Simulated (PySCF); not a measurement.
Isomers of C3H3F5O, one GFN2-xTB conformer each. Single-point energies are computed at PBE0/def2-SVPD (PySCF, gas phase, no added dispersion term), electronic only.

**Question.** Rank them by PBE0/def2-SVPD energy, lowest first (kcal/mol).
A. `[OH:1][CH2:2][C:3]([F:4])([F:5])[C:6]([F:7])([F:8])[F:9]` with H–O1–C2–C3 58°, O1–C2–C3–F4 -57°
B. `[OH:1][C@@H:2]([CH:3]([F:4])[F:5])[C:6]([F:7])([F:8])[F:9]` with H–O1–C2–C3 45°, O1–C2–C3–F4 48°
C. `[CH3:1][O:2][C:3]([F:4])([F:5])[C:6]([F:7])([F:8])[F:9]` with C1–O2–C3–F4 -59°

**Answer.** B (0.0), C (0.9), A (1.2).

Neighbours under 2.5 kcal/mol apart (O[C@@H](C(F)F)C(F)(F)F and COC(F)(F)C(F)(F)F; COC(F)(F)C(F)(F)F and OCC(F)(F)C(F)(F)F) can change places with a better method, another conformer or zero-point energy. GFN2-xTB itself gives, in the same order: 5.1, 0.0, 9.4. GFN2-xTB puts COC(F)(F)C(F)(F)F lowest instead; measured from each level's own lowest isomer, the values differ by up to 8.2 kcal/mol (OCC(F)(F)C(F)(F)F: 9.4 against 1.2).

**Question.** Which frontier levels, dipoles and rotational constants go with these structures?

**Answer.** 
| SMILES | HOMO (eV, PBE0/def2-SVPD) | LUMO (eV) | dipole (D) | A, B, C (MHz) |
| --- | --- | --- | --- | --- |
| O[C@@H](C(F)F)C(F)(F)F | -9.27 | 0.10 | 2.30 | 2648, 1147, 1080 |
| COC(F)(F)C(F)(F)F | -9.84 | 0.53 | 2.89 | 2567, 1308, 1249 |
| OCC(F)(F)C(F)(F)F | -8.99 | 0.14 | 1.59 | 2529, 1236, 1183 |
